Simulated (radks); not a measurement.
Si3+, 11 electrons, occupied as [He] 2s1.5 2p6 3s1 4s0.5 (fractional occupations, a model configuration).

All-electron calculation, scalar-relativistic Kohn-Sham, Wu-Cohen GGA, spin-polarised, spherical densities, point nucleus; open shells are filled with parallel spins first. Program: a radial shooting solver on a logarithmic mesh with Libxc functionals.

Energy parts (hartree):
total: -284.50218
kinetic: 285.28778
electron-nucleus: -661.21805
Hartree: 110.47170
exchange-correlation: -19.04362

Orbitals (lengths in bohr, moments of r in powers of bohr):
orbital  occ.  eigenvalue (hartree)   <1/r>
1s up       1             -67.64087   13.63
1s down     1             -67.59753   13.63
2s up       1              -6.97174   2.618
2s down   0.5              -6.89599   2.617
2p up       3              -5.38091   2.510
2p down     3              -5.31074   2.512
3s up       1              -1.65378  0.7918
3p up       0              -1.31357  0.7124
3d up       0              -0.87215  0.5450
4s up     0.5              -0.69161  0.3590

The highest occupied level is 4s up at -18.820 eV. The configuration is held as typed, so some empty levels lie below it. Summed over all electrons, <r^2> = 14.35 bohr^2, which gives a Langevin (diamagnetic) susceptibility term of -11.4 x 10^-6 cm^3/mol.
